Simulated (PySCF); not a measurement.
Species: butyl isopropyl ether, C7H16O.
Atom-mapped SMILES: `[CH3:1][CH2:2][CH2:3][CH2:4][O:5][CH:6]([CH3:7])[CH3:8]` (hydrogens: H9, H10, H11 on C1; H12, H13 on C2; H14, H15 on C3; H16, H17 on C4; H18 on C6; H19, H20, H21 on C7; H22, H23, H24 on C8)

Method: PBE0-D3(BJ)/def2-SVP geometry optimisation, gas phase (PySCF 2.14.0); density fitting, grid level 1; the optimiser is geomeTRIC in internal coordinates, started from a GFN2-xTB structure with every atom displaced at random (about 0.01 Å).

Step 0: E = -9549.4103 eV
```
atom  x, y, z in Å  |  force x, y, z in eV/Å
C1      3.2250   -1.2097    0.2822   -1.810   1.726   0.103
C2      2.1090   -0.5705   -0.5904    0.885   0.338   1.096
C3      1.4156    0.6125    0.0921    0.760  -0.525  -0.245
C4      0.3514    1.2068   -0.7712   -2.192  -0.268   0.712
O5     -0.7229    0.2831   -1.0413    0.489   0.483   0.480
C6     -1.7178    0.1742   -0.0244    0.157  -0.387  -0.509
C7     -2.2433   -1.2589   -0.0832   -1.030   1.444   0.068
C8     -2.8196    1.1943   -0.2484   -0.542  -1.352  -0.159
H9      2.7909   -1.5317    1.2406    0.083  -0.175   0.014
H10     3.9760   -0.4535    0.5068    0.455   0.128   0.075
H11     3.6557   -2.0299   -0.2237    0.811  -1.310  -0.629
H12     1.3617   -1.3137   -0.8161   -0.587  -0.539  -0.291
H13     2.5194   -0.2179   -1.5420    0.173  -0.041  -0.287
H14     2.1488    1.4033    0.3143    0.128   0.043   0.096
H15     1.0158    0.2737    1.0561   -0.199   0.089   0.201
H16     0.7217    1.4829   -1.7422    0.475   0.252  -0.774
H17    -0.0730    2.1286   -0.3010    0.202  -0.229  -0.170
H18    -1.2722    0.3496    0.9727    0.118  -0.012   0.027
H19    -2.6521   -1.4589   -1.0736   -0.077  -0.052  -0.369
H20    -1.4793   -1.9608    0.1174    1.204  -1.041   0.309
H21    -3.0576   -1.3940    0.6419   -0.021  -0.050   0.086
H22    -2.4309    2.1815   -0.2466    0.498   1.402   0.063
H23    -3.2995    1.0212   -1.2277    0.042  -0.010   0.101
H24    -3.5870    1.1074    0.5353   -0.024   0.084   0.004
```

Problem. Estimate the geometry and energy of step 1. (The exact step hangs on the optimiser's Hessian estimate; all steps are aligned on step 0, rigid shifts and turns removed.)

Solution. E = -9549.6043 eV, largest force 0.556 eV/Å
```
atom  x, y, z in Å  |  force x, y, z in eV/Å
C1      3.1918   -1.1678    0.2970    0.097  -0.295  -0.261
C2      2.0769   -0.5632   -0.5383   -0.158  -0.046  -0.068
C3      1.4409    0.6721    0.0817   -0.090   0.045   0.085
C4      0.2829    1.2168   -0.7471    0.345  -0.199  -0.389
O5     -0.6824    0.2307   -1.0085   -0.163   0.106   0.042
C6     -1.6995    0.1070   -0.0352    0.064   0.117   0.093
C7     -2.2784   -1.2839   -0.1522    0.168  -0.363   0.122
C8     -2.7568    1.1836   -0.2287    0.140   0.308  -0.021
H9      2.8335   -1.4522    1.2978   -0.016  -0.014   0.056
H10     4.0283   -0.4633    0.4313    0.009  -0.003   0.007
H11     3.5935   -2.0844   -0.1869   -0.072   0.291   0.189
H12     1.2742   -1.3059   -0.7082    0.150   0.078   0.019
H13     2.4553   -0.3026   -1.5447    0.008  -0.026   0.049
H14     2.1935    1.4697    0.2110   -0.006   0.027   0.003
H15     1.0763    0.4338    1.0985    0.043  -0.024  -0.012
H16     0.6668    1.5325   -1.7403   -0.089   0.017   0.225
H17    -0.1558    2.1099   -0.2660   -0.028  -0.002   0.004
H18    -1.2532    0.2224    0.9767   -0.051  -0.014  -0.056
H19    -2.6824   -1.4475   -1.1620    0.005   0.027  -0.047
H20    -1.5064   -2.0571    0.0352   -0.163   0.228  -0.061
H21    -3.0928   -1.4327    0.5726   -0.004   0.017  -0.004
H22    -2.2963    2.1918   -0.2471   -0.137  -0.230   0.047
H23    -3.2723    1.0385   -1.1894   -0.030  -0.018  -0.028
H24    -3.5019    1.1714    0.5802   -0.019  -0.028   0.006
```

The energy changes by -0.1940 eV. The first-order estimate −F·Δx gives -0.4944 eV and the mean of the old and new forces, exact on a quadratic surface, -0.1920 eV. The step makes an angle of 80° with the force vector and moves no atom by more than 0.176 Å.

The cost below is that of the whole optimisation. The run took 2.2 min on Arm Neoverse V1, one thread, on a shared host, and the process peaked at 0.85 GiB of memory.
